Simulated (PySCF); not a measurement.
# Telling isomers of C4H9FOSi2 apart by NMR

PySCF calculation with GFN2-xTB structure and PBE0/pcSseg-1 with gauge-including orbitals; no relativistic terms, in vacuum, one averaged value for each set of equivalent atoms, single conformer.

Referencing at the same level of theory: TMS for ¹H (31.72 ppm), ¹³C (186.93 ppm). Splittings of carbon signals by F and P are missing where no couplings were computed. Where no couplings were computed, multiplicities follow the n + 1 count of equivalent neighbours, and m marks all less simple cases (inequivalent or close neighbours, rings, F or P nearby). Shifts are as computed. Against solution values, carbons near 30 ppm lie about +3 ppm off and those near 130 ppm about +5 ppm. Of 1309 compounds with measured shifts, 239 miss one by over three times the rms of a fit or turn the order of signals round; such compounds aren't used in these exercises.

(1) Tabulate the signals of `O=C/C=C(\F)[SiH2]C[SiH3]`, `C[Si@@H]1C[C@](F)(C=O)[SiH2]1`, `O=C[SiH2]C/C([SiH3])=C\F` and their relative energies.

(2) What is the quickest way to tell O=C/C=C(\F)[SiH2]C[SiH3] from C[Si@@H]1C[C@](F)(C=O)[SiH2]1?

(3) What is the quickest way to tell C[Si@@H]1C[C@](F)(C=O)[SiH2]1 from O=C[SiH2]C/C([SiH3])=C\F?

(4) What is the quickest way to tell O=C/C=C(\F)[SiH2]C[SiH3] from O=C[SiH2]C/C([SiH3])=C\F?

## Answers

(1) 
```json
{"SMILES": "O=C/C=C(\\F)[SiH2]C[SiH3]", "carbon types": "1×C 2×CH 1×CH2", "δC": "196.5, 190.2, 130.6, -11.3", "δH": "10.47 (m, 1H), 5.79 (m, 1H), 4.46 (m, 2H), 4.06 (t, 3H), 0.24 (m, 2H)", "E rel. (kcal/mol)": "6.7"}
{"SMILES": "C[Si@@H]1C[C@](F)(C=O)[SiH2]1", "carbon types": "1×C 1×CH 1×CH2 1×CH3", "δC": "211.9, 106.5, 26.5, -4.2", "δH": "10.46 (m, 1H), 5.04 (m, 1H), 4.83 (m, 1H), 4.44 (m, 1H), 2.22 (m, 1H), 2.21 (m, 1H), 0.84 (d, 3H)", "E rel. (kcal/mol)": "0.0"}
{"SMILES": "O=C[SiH2]C/C([SiH3])=C\\F", "carbon types": "1×C 2×CH 1×CH2", "δC": "249.3, 159.6, 113.1, 11.9", "δH": "12.13 (t, 1H), 6.56 (m, 1H), 4.52 (m, 2H), 4.47 (s, 3H), 2.05 (t, 2H)", "E rel. (kcal/mol)": "22.4"}
```

Energies are electronic energies at PBE0/pcSseg-1 on these geometries, without zero-point or thermal terms, each for the one conformer computed, which needn't be the lowest.

(2) Both give the same number of carbon signals, but DEPT or the intensities differ. The first has a β carbon of a C=C–C=O unit (C) at 196.5 ppm, the second a fully substituted sp3 carbon bonded to F and Si, α to a carbonyl (C) at 106.5 ppm. Their most deshielded carbons lie at 196.5 and 211.9 ppm.

(3) Both give the same number of carbon signals, but DEPT or the intensities differ. The first has a methyl carbon bonded to Si (CH3) at -4.2 ppm, the second an alkene CH at 159.6 ppm. Their most deshielded carbons lie at 211.9 and 249.3 ppm. In the proton spectra the most deshielded non-exchanging signals are 10.46 (m, 1H) and 12.13 (t, 1H).

(4) Both give the same number of carbon signals, with the same numbers of each carbon type, so the positions decide. The first has a β carbon of a C=C–C=O unit (C) at 196.5 ppm, the second a fully substituted alkene carbon (C) at 113.1 ppm. Their most deshielded carbons lie at 196.5 and 249.3 ppm. In the proton spectra the most deshielded non-exchanging signals are 10.47 (m, 1H) and 12.13 (t, 1H).
